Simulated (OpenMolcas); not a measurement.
# What dynamic correlation does to the levels of I+

- Program: OpenMolcas
- Basis: ANO-RCC-VTZP [7s6p4d2f1g]
- Scalar Hamiltonian: DKH2, point nucleus
- Active space: 6 electrons in 9 orbitals (RAS2 5s 5p; RAS3 5d, at most 2 electrons)
- State averaging: 2S+1 = 3 even, 3 roots; 2S+1 = 1 even, 6 roots; 2S+1 = 3 odd, 3 roots; 2S+1 = 1 odd, 3 roots
- Spin-orbit coupling: RASSI with atomic mean-field integrals over the reference wave functions, term energies averaged over their components

Methods on the same reference wave functions:
A. RASSCF
B. SS-RASPT2, IPEA 0.25 Eh, imaginary shift 0.1 Eh (closed shells correlated: 4d)
C. XMS-RASPT2, IPEA 0.25 Eh, imaginary shift 0.1 Eh (closed shells correlated: 4d)

Energies in eV above 5s2 5p4 3P2, the measured ground level; measured values from NIST Handbook of Basic Atomic Spectroscopic Data.

| Level | A | B | C | Measured |
| --- | --- | --- | --- | --- |
| 5s2 5p4 3P2 | 0.0000 | 0.0000 | 0.0000 | 0.0000 |
| 5s2 5p4 3P1 | 0.7523 | 0.766 | 0.765 | 0.8787 |
| 5s2 5p4 3P0 | 0.7607 | 0.768 | 0.772 | 0.7994 |
| 5s2 5p4 1D2 | 1.8295 | 1.667 | 1.676 | 1.7020 |
| 5s2 5p4 1S0 | 3.6210 | 3.583 | 3.626 | 3.6577 |
| 5s 5p5 3P* 2 | 10.0877 | 10.464 | 10.485 | 10.1553 |
| 5s 5p5 3P* 1 | 10.6248 | 10.982 | 11.003 | 10.4422 |

Deviations, from unrounded energies. A percentage is the sum of absolute deviations over the sum of measured energies, with the sign that they share, or ± where signs differ.

| Against measurement | Levels | A | B | C |
| --- | --- | --- | --- | --- |
| mean absolute deviation (cm-1) | 6 | 780 | 1500 | 1500 |
| fine structure of the ground term (%) | 2 | -9.8 | -8.6 | -8.4 |
| other terms of the ground configuration (%) | 2 | ±3.1 | -2.1 | -1.1 |
| other configurations (%) | 2 | ±1.2 | +4.1 | +4.3 |

A lies closest to measurement on these levels and B furthest from it. The largest miss of A in the table is 5s 5p5 3P* 1, by +1500 cm-1. The ranking rests on the paired levels alone, and a cruder setting can come out closer through cancelling errors.

Between B and C the level of the table that moves most is 5s2 5p4 1S0, by 350 cm-1 (lowest in B, highest in C). Moves below CASPT2's spread within the term are not significant.

The mean deviations of B to C differ by less than CASPT2's widest spread within a term (65 cm-1), so their order carries little weight.

From A to B the spin-free energies of the other terms of 5s2 5p4 shown, above 3P, scale by factors of 0.85 to 0.98.

The lowest spin-free term lies below A's lowest term by 0.489 hartree in B, 0.491 hartree in C.

CASPT2 breaks the degeneracy within a term, and the mean is taken; among the terms shown or strongly mixed into the levels shown the widest spread is 65 cm-1 (5s2 5p4 1D, C). The run also gave levels led by 5s2 5p3 5d, which use shells meant for correlation; these and all levels above them are left out. Some terms mix strongly with configurations of 5d, whose occupation reaches 0.27 (5s 5p5 3P*). Measured partners are found by configuration, term and J. A level has none where our copy of the source lacks it or the pairing is in doubt (some pairs that miss far off the trend of their configuration count as doubtful), and it then counts in no deviation. Only configurations of the active space appear. Levels that lie high or do not pair safely by name in every column are left out.

* marks odd parity.
